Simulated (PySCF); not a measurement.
C8H10, charge +1, doublet, at a GFN2-xTB geometry (a state made from the parent by changing its charge; the spin is typed, not shown lowest), with bond 17-7 at 1.3 times its length. Base run: DF-TPSS/6-31G run with PySCF.

The PySCF input:
```python
from pyscf import gto, scf, dft

mol = gto.Mole()
mol.atom = '''
    C     2.87152259    0.08691800    0.06861747
    C     1.40886627    0.03683026    0.03083825
    C     0.68936858    0.64764773   -1.02759803
    C    -0.67673347    0.60401654   -1.06217740
    C    -1.40810404   -0.05301411   -0.04054810
    C    -2.87102768   -0.09742603   -0.07492200
    C    -0.68927522   -0.64962981    1.02640884
    C     0.67682938   -0.60605282    1.06095569
    H     3.30384832    0.15376583   -0.92919971
    H     3.18606950    0.99930938    0.59353149
    H     3.29593890   -0.74517196    0.62867350
    H     1.23781155    1.14700027   -1.81230013
    H    -1.21556280    1.06864478   -1.87437444
    H    -3.26516991   -0.97499527    0.43648531
    H    -3.26942085    0.77042684    0.46826010
    H    -3.25975785   -0.02303305   -1.08957474
    H    -1.40249586   -1.29359101    2.04963968
    H     1.21547125   -1.06670083    1.87554076
'''
mol.basis = '6-31g'
mol.charge = 1
mol.spin = 1
mol.verbose = 4
mol.build()

mf = dft.UKS(mol)
mf.xc = 'tpss'
mf = mf.density_fit(auxbasis='def2-universal-jkfit')
mf.kernel()
```

Each row names what was changed in the base input (with any setting that the change needs).

```
change                                                                            ΔE vs base (µEh)  SCF cycles  <S^2>                outcome
--------------------------------------------------------------------------------  ----------------  ----------  -----  ---------------------
base                                                                                           0.0          13  0.755              converged
conv_tol = 1e-6                                                                                0.5           9  0.755              converged
diis_space = 12                                                                                0.0          13  0.755              converged
damp = 0.5; diis_start_cycle = 5                                                               0.0          15  0.755              converged
init_guess = huckel                                                                            0.0          17  0.755              converged
DIIS = EDIIS                                                                                     -          50      -          not converged
init_guess = vsap                                                                              0.0          17  0.755              converged
conv_tol_grad = 1e-3                                                                           0.0          13  0.755              converged
conv_tol = 1e-11                                                                               0.0          18  0.755              converged
diis = off; damp = 0.3 (with mf.diis_start_cycle = 200; with mf.max_cycle = 150)                 -           -      -  cut at the time limit
conv_tol_grad = 1e-7                                                                           0.0          21  0.755              converged
init_guess = atom                                                                              0.0          14  0.755              converged
conv_tol = 1e-12                                                                               0.0          19  0.755              converged
```

Open shells are given as the SCF converged; they aren't shown to be the lowest states, and a large step between rows can be another state.
